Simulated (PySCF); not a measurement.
## From computed data to an observable: chemical shift, span and skew from a shielding tensor

B(H)2(Et) (C2H7B), SMILES CCB. Atoms are numbered in the order given.

```xyz
10

B     -0.7552     0.9954     0.7413
H     -0.9086     1.3686     1.8705
H     -1.3710     1.5462    -0.1291
C      0.2242    -0.1703     0.4470
C      0.3866    -0.6269    -0.9960
H     -0.0753    -1.0078     1.0970
H      1.1940     0.1236     0.8805
H      0.7353     0.1919    -1.6298
H     -0.5656    -0.9686    -1.4089
H      1.1020    -1.4475    -1.0924
```
Charge 0, spin multiplicity 1.

The structure is a stationary point at PBE0-D3(BJ)/def2-TZVP. The geometry has at least one imaginary mode, so it is a saddle point at that level.

GIAO shieldings from PBE0/pcSseg-1 in PySCF, non-relativistic, no solvent. The symmetric part of the tensor of C5 has the principal values 158.9, 172.6, 186.0 ppm. The same nucleus in TMS has σ = 186.3 ppm at this level (PySCF, at its B3LYP-D3(BJ)/def2-TZVP geometry).

**Question.** Work out the isotropic shielding, the ¹³C shift against TMS, the span and the skew.

**Answer.** 
σ(iso) = (σ11 + σ22 + σ33)/3 = 172.5 ppm. δ = σ(ref) − σ(iso) = 186.3 − (172.5) = 13.8 ppm.
Span Ω = σ33 − σ11 = 27.1 ppm. Skew κ = 3(σ(iso) − σ22)/Ω = -0.01. Tumbling in solution averages the tensor to δ; in a static solid the shielding alone would spread this spin-1/2 line over Ω.
